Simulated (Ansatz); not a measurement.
Reaction (redistribution): `[OH][AlH][C]#CS` + `[SiH3]S` → `[OH][AlH][SH]` + `[SiH3]C#CS`

Computed with Ansatz on PBE0-D4/def2-TZVP structures; ΔE is electronic, products minus reactants. CCSD(T)/CBS adds triple-zeta CCSD(T) − MP2 to the extrapolated MP2 energy (def2 sets, frozen cores). Functionals use def2-TZVPP. B3LYP here is the variant with VWN-RPA as its local correlation; programs differ in this. HSE06 is defined as in plane-wave codes. Each species was taken in one conformer, which may not be the lowest.

`[OH][AlH][C]#CS`:

```xyz
8

O     2.087   -0.473    1.560
Al    1.259   -1.054    0.203
C    -0.286   -0.145   -0.417
C    -1.281    0.435   -0.820
S    -2.653    1.129   -1.477
H     1.817    0.305    2.046
H     1.818   -2.344   -0.495
H    -2.761    2.147   -0.602
```

`[SiH3]S`:

Z-matrix (Å, degrees):
```
Si
S 1 2.137
H 1 1.485 2 111.6
H 1 1.485 2 111.6 3 -122.0
H 1 1.482 2 104.8 3 119.0
H 2 1.344 1 94.7 3 60.9
```

`[OH][AlH][SH]`:

```xyz
6

O    -0.901    0.893    0.822
Al    0.357   -0.211    0.593
S     0.896   -0.975   -1.383
H    -1.459    1.261    0.140
H     1.161   -0.698    1.850
H    -0.053   -0.270   -2.023
```

`[SiH3]C#CS`:

```xyz
8

Si    0.658    1.493   -0.061
C    -0.128   -0.143   -0.145
C    -0.647   -1.239   -0.185
S    -1.404   -2.722   -0.367
H     1.664    1.628   -1.144
H    -0.366    2.557   -0.209
H     1.327    1.630    1.257
H    -1.104   -3.205    0.854
```

```
             level  ΔE (kJ/mol)  difference from CCSD(T)/CBS
            PBE-D4        -28.2                          0.5
         revPBE-D4        -26.8                          1.9
           BLYP-D4        -27.7                          1.0
         r2SCAN-D4        -28.6                          0.1
            B97M-V        -25.6                          3.1
        r2SCANh-D4        -28.7                          0.0
        r2SCAN0-D4        -28.8                         -0.1
          HSE06-D4        -28.6                          0.1
      CAM-B3LYP-D4        -29.4                         -0.7
           ωB97X-V        -27.8                          0.9
           ωB97M-V        -27.6                          1.1
            B2PLYP        -28.7                          0.0
          PBE-QIDH        -29.1                         -0.4
               PBE        -28.1                          0.6
            revPBE        -26.9                          1.8
              BLYP        -27.6                          1.1
            r2SCAN        -28.5                          0.2
              PBE0        -28.5                          0.2
             B3LYP        -28.3                          0.4
           r2SCANh        -28.6                          0.1
           r2SCAN0        -28.7                          0.0
             HSE06        -28.5                          0.2
             BHLYP        -28.8                         -0.1
         CAM-B3LYP        -29.3                         -0.6
           LC-ωPBE        -29.4                         -0.7
RPA@PBE/def2-TZVPP        -25.5                          3.2
       HF/def2-SVP        -29.0                         -0.3
      MP2/def2-SVP        -32.5                         -3.8
     CCSD/def2-SVP        -31.0                         -2.3
  CCSD(T)/def2-SVP        -31.0                         -2.3
     HF/def2-TZVPP        -27.9                          0.8
    MP2/def2-TZVPP        -29.8                         -1.1
SCS-MP2/def2-TZVPP        -29.2                         -0.5
CCSD(T)/def2-TZVPP        -28.4                          0.3
     HF/def2-QZVPP        -27.7                          1.0
    MP2/def2-QZVPP        -29.9                         -1.2
SCS-MP2/def2-QZVPP        -29.4                         -0.7
      HF/CBS(def2)        -27.7                          1.0
     MP2/CBS(def2)        -30.1                         -1.4
    CCSD/CBS(def2)        -28.9                         -0.2
       CCSD(T)/CBS        -28.7                            0
```

(1) What do rigid-rotor, harmonic-oscillator terms from PBE0-D4/def2-TZVP frequencies (298.15 K, 1 bar) make of the CCSD(T)/CBS value? (Best estimate.)

Largest T1 diagnostic among the species: 0.014.

Results:

(1) Ansatz gave: ΔZPE = -0.5 kJ/mol, ΔH = -28.8 kJ/mol, ΔS = 12 J/(mol·K), ΔG = -32.3 kJ/mol. Modes under 50 cm⁻¹ make the entropy rough.

Leaving LDA and LC-ωPBE aside and taking each functional with its dispersion term where it has one, the values spread over 3.9 kJ/mol, from CAM-B3LYP-D4 to B97M-V. LDA lies −3.7 kJ/mol from PBE without D4.
